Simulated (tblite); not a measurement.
C4H13FN2Si2.
Geometry (GFN2-xTB, Å), atoms numbered from 1 in this order:
```
atom  x, y, z in Å
C1    -1.329   -0.120    1.322
N2    -1.191    0.331   -0.039
C3    -1.632    1.685   -0.224
Si4   -0.307   -0.570   -1.200
N5    -1.205   -1.998   -1.538
C6     1.330   -1.278   -0.536
F7     1.503   -2.598   -0.876
C8     2.299   -0.718    0.174
Si9    2.375    1.056    0.762
H10   -2.370   -0.022    1.649
H11   -1.038   -1.164    1.395
H12   -0.699    0.470    1.999
H13   -2.694    1.774    0.032
H14   -1.071    2.381    0.413
H15   -1.501    1.979   -1.261
H16   -0.020    0.343   -2.315
H17   -0.740   -2.811   -1.908
H18   -2.150   -1.937   -1.879
H19    3.144   -1.347    0.439
H20    3.762    1.512    0.605
H21    1.492    1.934   -0.003
H22    2.032    1.117    2.190
```

Method: GFN2-xTB as coded in tblite; computed harmonic values from a numerical Hessian at the method's own geometry, unscaled. This tight-binding method is rough: wavenumbers can miss measured ones by several per cent, in bad cases by 10 to 20. Modes of hydrogen on silicon can be 10 to 20 % off. One conformer, not necessarily the lowest. The optimisation stopped once no atom felt more than 0.01 eV/Å.

Lowest wavenumbers of the output (negative numbers stand for imaginary wavenumbers):
```
mode    cm-1
  1     -22.7
  2      26.8
  3      55.5
  4      83.1
  5     114.2
  6     139.5
  7     166.7
  8     175.2
  9     187.2
 10     190.3
```

Problem. Is this structure a minimum?

Solution. Not by this Hessian. 1 mode is imaginary beyond 20i (23i cm⁻¹), so at this level the point lies at or near a first-order saddle. The curvature is small, so loose convergence or finite differences may be the whole cause.

Problem. Which atoms move in the imaginary mode?

Solution. 23i: C3 (N-methyl carbon) 26 %, C1 (N-methyl carbon) 23 %, H11 (methyl hydrogen) 10 %. These are shares of the mass-weighted motion.

Problem. What is the remedy?

Solution. Step along that mode in both directions, optimise again with tighter thresholds and repeat the frequencies. The zero-point energy of this point (101.7 kcal/mol) counts the 59 real modes alone, and thermal corrections from it aren't those of a minimum.

Time: 1.2 s wall. Hardware: Arm Neoverse V1, one thread, shared host. The figure is for the frequency step alone.
